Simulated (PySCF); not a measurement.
C3H6NO3S (doublet state).
Z-matrix (Å and degrees, GFN2-xTB geometry), rows numbered from 1:
```
C 
S   1  1.8096
O   2  1.4360  1  108.59
O   2  1.4308  1  109.31  3  -129.97
C   2  1.8479  1  105.68  3   113.23
C   5  1.4899  2  108.52  1    31.12
N   6  1.3003  5  118.10  2  -108.65
O   6  1.2418  5  124.12  2    68.56
H   1  1.0819  2  108.15  3   177.91
H   1  1.0834  2  106.87  3    58.87
H   1  1.0822  2  108.20  3   -60.40
H   5  1.0868  2  104.89  1   150.76
H   5  1.0849  2  107.42  1   -89.72
H   7  1.0126  6  117.18  5  -179.76
```

The hyperfine couplings belong to this conformer and change with its torsions.

Identity: `CS(=O)(=O)CC([NH])=O` [radical].

Computed with UKS B3LYP, pcH-1 on C H N O S, non-relativistic, mean-field spin-orbit, GIAO in PySCF. The structure is a single GFN2-xTB conformer in the gas phase; no vibrational or solvent corrections. Couplings are sensitive to structure, and on GFN2-xTB geometries they can be far from those on DFT ones. The SCF solution wasn't tested for stability.

Problem. The isotropic 13C couplings are -32.4, -5.6 MHz. Assign them to C5; C6.

Solution. 
```json
{"site": "C5", "a_iso (MHz)": "-5.6", "ρ(0) (bohr⁻³)": "-0.0050", "position": "2 bonds from N7", "distance from O8 (Å)": "2.42", "spin population": "+0.01", "largest |T| (MHz)": "4.2"}
{"site": "C6", "a_iso (MHz)": "-32.4", "ρ(0) (bohr⁻³)": "-0.0289", "position": "1 bond from O8", "distance from O8 (Å)": "1.24", "spin population": "-0.07", "largest |T| (MHz)": "15.5"}
```

Problem. The isotropic 1H couplings, averaged over equivalent nuclei, are +25.9, +6.0, -0.2 MHz. Assign them to H9/H10/H11; H12/H13; H14.

Solution. 
| site | a_iso (MHz) | ρ(0) (bohr⁻³) | position | distance from O8 (Å) | bound to | spin population there | largest \|T\| (MHz) |
| --- | --- | --- | --- | --- | --- | --- | --- |
| H9/H10/H11 | -0.2 | 0.0000 | 5 bonds from O8 | 3.55 | C1 | 0.00 | 3.1 |
| H12/H13 | +6.0 | +0.0013 | 3 bonds from O8 | 3.00 | C5 | +0.01 | 4.7 |
| H14 | +25.9 | +0.0058 | 1 bond from N7 | 2.35 | N7 | +0.53 | 41.8 |

ρ(0) is the spin density at the nucleus and T the dipolar tensor; a_iso includes a spin–orbit part; entries for several nuclei are means. The largest Mulliken spin populations are on O8 (+0.53), N7 (+0.53) and C6 (-0.07). The positive populations add up to 1.08 and the negative ones to -0.08, together 2S = 1. Main spin sites, with 60 % or more of the largest population: N7, O8; positions count bonds from the nearest.

The spin density at the nucleus, in bohr⁻³, is negative for C6 (-0.0289), S2 (-0.0055) and C5 (-0.0050), for instance. A restricted open-shell determinant has no negative spin density anywhere; here it arises because α and β orbitals differ (spin polarisation).

Nuclei that the bonding pattern makes equivalent are averaged, as if the motion that swaps them (rotation, inversion, ring flip) were fast. The 1H value of +6.0 MHz is a mean of couplings from -2.9 to 15.0 MHz in this one geometry, not an average over conformers.

N7, the radical centre as drawn in `CS(=O)(=O)CC([NH])=O`, holds a spin population of +0.53 out of 1.
